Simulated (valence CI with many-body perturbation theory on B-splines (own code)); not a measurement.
# Yb XLIX: magnetic and hyperfine properties of the levels

Calculated by relativistic CI+MBPT: four valence electrons over a frozen Dirac-Fock core [Ar], a basis of 9 s, 9 p, 10 d, 8 f, 5 g, 3 h, 1 i functions for each j, with the one-electron correlation potential Σ1 (screened to all orders), the two-electron term Σ2, the three-electron term Σ3, Breit, model QED; selected single and double excitations, second order for the rest (own B-spline code, finite nucleus).

No measured spectrum was set against this ion. As an estimate, large intervals hold to a few tenths of a per cent, small ones and those within an open d or f shell to about a per cent. The list stops below the first excitations out of the core. Only levels of the ground parity were solved; by the run's estimate the other parity begins above the list, which can be wrong where configurations are misplaced.

A/g_I is the dipole constant over the nuclear g factor μ/I (μ in nuclear magnetons, uniformly magnetised nucleus), B/Q the quadrupole constant per barn. Both hold the static response of the core; the bare values leave it out. Large factors of s and p1/2 electrons are usually good to 5 to 10 %; those of open d and f shells near neutrality can be off by tens of per cent, and small factors of p3/2, d and f electrons come from cancelling terms and can be off by a factor of two or in sign, in half-filled shells by more. B is blank for J = 1/2, where it vanishes, and for nearly pure S terms. Energies count from the lowest level. Levels with J = 0 are left out.

Levels are named by their leading jj configuration (3d3/2^4 stands for four electrons in 3d with j = 3/2), which in mixed levels can hold well under half, so a name can repeat and another be missing. Letters in brackets count levels of one name in rising energy.

```
                    Level  E (cm⁻¹)      g  A/g_I (MHz)  A/g_I bare  B/Q (MHz/b)  B/Q bare
      (3d3/2^3 3d5/2) J=1    384520  1.491        -5170       -3850        15900     16100
      (3d3/2^3 3d5/2) J=4    475280  1.067        51300       51600         5220      5160
      (3d3/2^3 3d5/2) J=2    493250  1.215        33700       34300        43100     43600
      (3d3/2^3 3d5/2) J=3    520220  1.129        45700       46100        34100     34500
(3d3/2^2 3d5/2^2) J=2 [a]    843210  1.247        16400       17100        28500     28900
(3d3/2^2 3d5/2^2) J=4 [a]    856340  1.144        41200       41600       -19100    -19400
(3d3/2^2 3d5/2^2) J=3 [a]    871450  1.165        34000       34500         6790      6860
    (3d3/2^2 3d5/2^2) J=5    900930  1.078        46800       47100        42100     42600
    (3d3/2^2 3d5/2^2) J=6    922760  1.070        49700       50000        52300     52900
    (3d3/2^2 3d5/2^2) J=1    935800  1.088        54100       54400         6330      6380
(3d3/2^2 3d5/2^2) J=3 [b]    963380  1.073        52800       53100        11600     11800
(3d3/2^2 3d5/2^2) J=4 [b]    964390  1.028        53400       53500       -14600    -14700
(3d3/2^2 3d5/2^2) J=2 [b]    978190  1.084        47800       48100        19900     20100
(3d3/2^2 3d5/2^2) J=2 [c]   1072100  0.977        65100       65200        -5520     -5620
(3d3/2^2 3d5/2^2) J=4 [c]   1111500  1.187        36200       36800        80800     81800
(3d3/2^2 3d5/2^2) J=2 [d]   1203000  1.144        45000       45400       -24100    -24300
  (3d3/2 3d5/2^3) J=4 [a]   1311800  1.153        34600       35100       -42000    -42500
  (3d3/2 3d5/2^3) J=3 [a]   1321100  1.181        27500       28000         2760      2840
  (3d3/2 3d5/2^3) J=1 [a]   1359500  0.975        46600       46700        21800     22000
      (3d3/2 3d5/2^3) J=5   1364400  1.135        40600       41000       -28500    -28900
      (3d3/2 3d5/2^3) J=6   1369900  1.077        46200       46500        58100     58800
  (3d3/2 3d5/2^3) J=2 [a]   1427900  1.059        51700       52000        40500     40900
  (3d3/2 3d5/2^3) J=3 [b]   1443100  1.087        45400       45700        12400     12600
  (3d3/2 3d5/2^3) J=3 [c]   1554800  1.055        50200       50500        65800     66600
  (3d3/2 3d5/2^3) J=1 [b]   1558800  1.408        10700       11800       -33000    -33400
  (3d3/2 3d5/2^3) J=4 [b]   1561500  1.044        50700       50900        58000     58700
  (3d3/2 3d5/2^3) J=2 [b]   1593200  1.107        44900       45300       -81000    -82000
```

Q: Take the isotope of mass number 171, with I = 1/2, μ = 0.4923 μN. What is the hyperfine structure of (3d3/2^2 3d5/2^2) J=5?

A: From the table A = 46100 MHz. Shifts from the centre of gravity in MHz: F = 9/2: -138000, F = 11/2: 115000.
